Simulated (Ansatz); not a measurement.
H$_{5}$O$_{2}$PSi, SMILES `O[SiH2]PO`, relaxed with RKS PBE0-D4/def2-TZVP in the Gaussian-basis code of Ansatz from a PBE-D4/def2-SVP geometry. The force threshold is 0.005 eV/Å; the program also tests the step.

The species carries charge 0 and has multiplicity 1.

Start:

```xyz
9

O    -0.048    0.784    1.474
Si    0.018   -0.794    0.911
P     0.099   -0.487   -1.387
O    -0.313    1.189   -1.218
H    -0.201    1.365    0.689
H    -1.215   -1.580    1.271
H     1.221   -1.533    1.429
H     1.532   -0.300   -1.386
H    -1.092    1.355   -1.782
```

```
         step  energy (eV)  largest force (eV/Å)  largest move (Å)
            1  -21334.5078                 0.834             0.000
            2  -21334.5659                 0.611             0.080
            3  -21334.5885                 0.281             0.085
            4  -21334.5987                 0.171             0.037
            5  -21334.6038                 0.323             0.086
            6  -21334.6127                 0.062             0.058
            7  -21334.6145                 0.073             0.029
            8  -21334.6173                 0.103             0.128
            9  -21334.6179                 0.207             0.076
           10  -21334.6193                 0.073             0.031
11 (rejected)  -21334.6191                 0.079             0.028
           12  -21334.6200                 0.050             0.013
           13  -21334.6202                 0.048             0.036
           14  -21334.6205                 0.017             0.013
           15  -21334.6206                 0.005             0.008
           16  -21334.6206                 0.007             0.011
           17  -21334.6206                 0.006             0.003
           18  -21334.6206                 0.003             0.002
```

End:

```xyz
9

O     0.221    0.701    1.610
Si    0.041   -0.761    0.875
P     0.184   -0.479   -1.367
O    -0.573    1.021   -1.333
H    -0.129    1.442    1.107
H    -1.291   -1.354    1.177
H     1.109   -1.671    1.358
H     1.538   -0.034   -1.299
H    -1.101    1.135   -2.127
```

Run time 72 s (2 threads of an Arm Neoverse V1 on a shared host); peak host memory 0.36 GiB.
